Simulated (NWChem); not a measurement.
System: CH4Al cation; SMILES [CH3][AlH+]

Give the equilibrium geometry at PBE0-D3(BJ)/def2-TZVP (NWChem) as an XYZ file, with the point group.

point group C3v; any orientation.
```
6

Al     0.0000     0.0000    -0.7082
C      0.0000     0.0000     1.1907
H      0.2707    -0.9916     1.5666
H     -0.9941     0.2613     1.5666
H      0.7234     0.7302     1.5666
H      0.0000     0.0000    -2.2664
```
